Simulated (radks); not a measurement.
Values are calculated unless marked as measured or tabulated.
Question: The mean radii <r> (bohr) of the occupied orbitals of an atom or ion are listed with their occupations. Level of theory: scalar-relativistic Kohn-Sham, PBE, spin-polarised, spherical densities, finite nucleus; Fermi nuclear charge, rms radius of each element as measured or else 0.836 A^(1/3) + 0.57 fm (a radial shooting solver on a logarithmic mesh with Libxc functionals).

orbital  occ.      <r>
1s          2  0.08508
2s          2   0.3620

Name the element and its charge. Open shells, if any, are filled with parallel spins first.

Answer: Z = 18, argon, charge +14: Ar14+ in [He] 2s2. The 1s radius gives Z: for a bare nucleus <r> = (2 gamma + 1)/(2Z) with gamma = sqrt(1 - (Z/c)^2), 0.08285 bohr for Z = 18, and screening makes it slightly larger (0.08508 here). The occupations add up to 4, and the charge is Z minus that.
